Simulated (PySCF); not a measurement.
## Pb(2+) (lead, charge +2) across methods

[Xe] 4f14 5d9 6s2 6p1, one real determinant (an excited configuration). All numbers are calculated (PySCF 2.14, a scalar-relativistic core potential, in def2-QZVPPD with the def2 core potential (60 electrons)). The B2PLYP total includes its PT2 part (frozen core); its orbital energies are those of the SCF part.

```csv
method,E (hartree),mean ε 6s α (eV),mean ε 6s β (eV),mean ε 6p α (eV),Σ⟨r²⟩ (bohr²),⟨S²⟩
PBE0,-191.2919,-31.636,-30.201,-20.787,42.84,2.002
PBE,-191.3241,-30.301,-29.249,-19.670,42.87,2.001
UHF,-190.34657,-34.607,-31.845,-23.450,43.25,2.007
LDA,-191.0117,-30.661,-29.739,-19.788,42.91,2.001
revPBE,-191.3823,-30.217,-29.114,-19.633,42.84,2.001
B2PLYP,-190.9867,-32.721,-30.957,-21.694,43.05,2.003
r2SCAN,-191.3703,-30.664,-29.351,-19.991,42.76,2.003
B3LYP,-191.3602,-31.376,-30.209,-20.525,42.95,2.001
```

Q: Estimate the same row for LC-wPBE.

A: E (hartree) = -191.3268; mean ε 6s α (eV) = -34.605; mean ε 6s β (eV) = -32.900; mean ε 6p α (eV) = -23.502; Σ⟨r²⟩ (bohr²) = 42.71; ⟨S²⟩ = 2.003.

⟨L²⟩ = 8.01 against 12 for a pure F term, so this real determinant mixes terms. Energies and moments cover only the electrons outside the core potential. Spin-orbit coupling, absent here, splits the open shell strongly.
